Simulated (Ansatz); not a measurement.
Cost and result for the atomization energy of C$_{6}$H$_{15}$NSi, SMILES `C=CCN([SiH3])C(C)C` (23 atoms, 22 bonds).

```xyz
23

C    -3.0724    0.5033   -1.1652
C    -1.9397    0.7465   -0.5227
C    -1.0950   -0.3053    0.1257
N     0.2740   -0.3086   -0.3702
Si    0.6565   -1.1803   -1.8003
C     1.3300    0.1353    0.5335
C     1.5237   -0.8008    1.7222
C     1.1243    1.5742    0.9871
H    -3.6514    1.2966   -1.6233
H    -3.4615   -0.5066   -1.2567
H    -1.5577    1.7629   -0.4594
H    -1.0810   -0.1420    1.2088
H    -1.5727   -1.2837   -0.0143
H    -0.4759   -1.0625   -2.7546
H     1.9009   -0.6062   -2.3783
H     0.8978   -2.6416   -1.5831
H     2.2548    0.1115   -0.0555
H     2.3702   -0.4794    2.3343
H     0.6410   -0.8152    2.3675
H     1.7119   -1.8221    1.3846
H     1.0434    2.2417    0.1272
H     1.9625    1.9047    1.6051
H     0.2162    1.6776    1.5877
```

Charge 0, multiplicity 1. All single points use the PBE0-D4/def2-TZVP geometry. It is one conformer, not always the lowest. Program: Ansatz. All runs use 4 threads of an AMD EPYC 7R13 on a shared host and a share of an NVIDIA H100 80 GB. Times are those of one run each, without the atoms' runs, and a repeat can differ threefold. Electronic energies, without spin–orbit coupling; frozen cores. CCSD(T)/CBS adds CCSD(T) − MP2 in def2-TZVPP to the MP2 limit, and its time is that of the two runs behind it. T1 = 0.011. B3LYP takes the VWN-RPA correlation (the form of Gaussian; ORCA's B3LYP/G).

CCSD(T)/CBS is a level of theory with its own doubt, some kJ/mol a heavy atom from the limit and from the frozen cores, so smaller differences don't rank the functionals.

```
                             level  functions  wall time
                  CCSD(T)/def2-SVP        191      4.3 s
                 B97M-V/def2-TZVPP        469        6 s
               PBE-QIDH/def2-TZVPP        469        6 s
              revPBE-D4/def2-TZVPP        469      8.5 s
r2SCAN-D4/def2-TZVPP (with forces)        469        9 s
                 B2PLYP/def2-TZVPP        469        9 s
           CAM-B3LYP-D4/def2-TZVPP        469       10 s
 B3LYP-D4/def2-TZVPP (with forces)        469       12 s
             r2SCANh-D4/def2-TZVPP        469       12 s
                    MP2/def2-QZVPP        919       13 s
               BHLYP-D4/def2-TZVPP        469       13 s
                CCSD(T)/def2-TZVPP        469       35 s
                 CCSD(T)/CBS(def2)          –       48 s
```

Q: What atomization energy does each give, and how far from CCSD(T)/CBS? (Estimate.)

A: Computed: 
```
                             level  atomization (kJ/mol)  difference from CCSD(T)/CBS  per bond
                  CCSD(T)/def2-SVP                8509.0                       -379.3     -17.2
                 B97M-V/def2-TZVPP                8902.6                         14.3       0.7
               PBE-QIDH/def2-TZVPP                8859.1                        -29.2      -1.3
              revPBE-D4/def2-TZVPP                8863.4                        -24.9      -1.1
r2SCAN-D4/def2-TZVPP (with forces)                8894.1                          5.8       0.3
                 B2PLYP/def2-TZVPP                8800.2                        -88.1      -4.0
           CAM-B3LYP-D4/def2-TZVPP                8945.3                         57.0       2.6
 B3LYP-D4/def2-TZVPP (with forces)                8912.6                         24.3       1.1
             r2SCANh-D4/def2-TZVPP                8858.9                        -29.4      -1.3
                    MP2/def2-QZVPP                8884.5                         -3.8      -0.2
               BHLYP-D4/def2-TZVPP                8711.0                       -177.3      -8.1
                CCSD(T)/def2-TZVPP                8685.8                       -202.5      -9.2
                 CCSD(T)/CBS(def2)                8888.3                          0.0       0.0
```

From r2SCAN to r2SCAN0 (25 % exact exchange), in def2-TZVPP and without D4, the atomization energy moves by −87.0 kJ/mol: exact exchange takes away binding that semilocal exchange gives to molecules. At CCSD(T), def2-SVP lies −379.3 kJ/mol from the extrapolated value and def2-TZVPP −202.5 kJ/mol: correlation converges slowly with the basis, and small sets miss more of it in the bonded molecule than in its fragments. In def2-TZVPP, CCSD(T) changes the Hartree–Fock value by +2072.7 kJ/mol (the triples alone add +114.4 kJ/mol) and MP2 by +2151.8 kJ/mol; breaking electron pairs costs correlation energy, which Hartree–Fock lacks.
